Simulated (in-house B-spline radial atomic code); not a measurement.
## Ionising the carbon ion C³⁺ with different functionals

Computed with an all-electron radial atomic-structure program (B-spline basis): non-relativistic Hamiltonian, point nucleus, spin-polarised at highest spin, spherical fractional occupations for the functionals, the average over the highest-spin determinants for Hartree-Fock. The ionisation energy is the difference of two self-consistent energies, [He] 2s1 → 1s2, without Breit or QED terms; ε is the level of the shell that loses the electron (its least bound occupied spin orbital).

| method | rung | ΔSCF (eV) | -ε(2s) (eV) |
| --- | --- | --- | --- |
| Hartree-Fock | Hartree-Fock | 64.35 | 64.36 |
| HF fractional | Hartree-Fock | 64.35 | 64.36 |
| LDA VWN5 | LDA | 64.36 | 57.26 |
| LDA PW92 | LDA | 64.36 | 57.26 |
| LDA exchange-only | LDA | 63.54 | 56.41 |
| PBE | GGA | 64.92 | 57.69 |
| PBEsol | GGA | 64.51 | 57.42 |
| BLYP | GGA | 65.14 | 57.58 |
| RPBE | GGA | 65.03 | 57.74 |
| PW91 | GGA | 65.00 | 57.76 |
| BP86 | GGA | 64.65 | 57.68 |
| AM05 | GGA | 64.33 | 57.31 |
| OLYP | GGA | 65.14 | 57.67 |
| TPSS | meta-GGA | 64.78 | 57.89 |
| r2SCAN | meta-GGA | 64.37 | 58.04 |
| M06-L | meta-GGA | 63.65 | 57.94 |
| revTPSS | meta-GGA | 64.68 | 57.93 |
| PBE0 | global hybrid | 64.84 | 59.47 |
| B3LYP | global hybrid | 65.16 | 59.13 |
| TPSSh | global hybrid | 64.76 | 58.57 |
| M06-2X | global hybrid | 64.87 | 61.24 |
| BHandHLYP | global hybrid | 65.03 | 61.12 |
| r2SCAN0 | global hybrid | 64.44 | 59.69 |
| B97-1 | global hybrid | 64.67 | 59.06 |
| HSE06 | range-separated hybrid | 64.84 | 59.04 |
| wB97X | range-separated hybrid | 63.72 | 61.93 |
| CAM-B3LYP | range-separated hybrid | 65.11 | 60.98 |
| LC-wPBE | range-separated hybrid | 65.02 | 62.74 |

Question: Among the functionals, which spreads more, the ΔSCF values or the orbital energies?

Answer: The orbital energies: ΔSCF values span about 1.62 eV and the orbital energies 6.33 eV.

Question: How do they compare with the NIST value?

Answer: NIST lists 64.494 eV (measured, ground level to ground level). Errors run from -0.95 to +0.66 eV; PBEsol is closest (+0.02 eV), but part of that can be cancellation, since the calculations leave out relativity, Breit-QED terms. Hartree-Fock also lacks correlation.
